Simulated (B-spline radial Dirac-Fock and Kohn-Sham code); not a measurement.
Z = 17 (chlorine), transition energy 1600 keV. Calculated with a radial B-spline solver, using a Dirac-Hartree-Slater potential of the neutral atom with a Latter tail (no hole, which puts coefficients of high multipoles low close above an edge), finite nucleus with surface currents. Subshells that would emit electrons below 1 keV are left out, and so is internal pair formation.

Question: A pure transition shows α(K) = 8.14e-05, L1/L2 = 203 and L1/L3 = 438. What is its multipolarity?
A. M3
B. E4
C. E1
D. E2
E. M2
F. M1
G. E3
H. M4

Answer: H. For comparison, α(K), L1/L2, L1/L3 are E1 1.03e-05, 1000, 299; E2 1.87e-05, 544, 338; E3 3.22e-05, 310, 338; E4 5.39e-05, 192, 306; M1 1.61e-05, 673, 489; M2 2.86e-05, 414, 623; M3 4.87e-05, 281, 592.
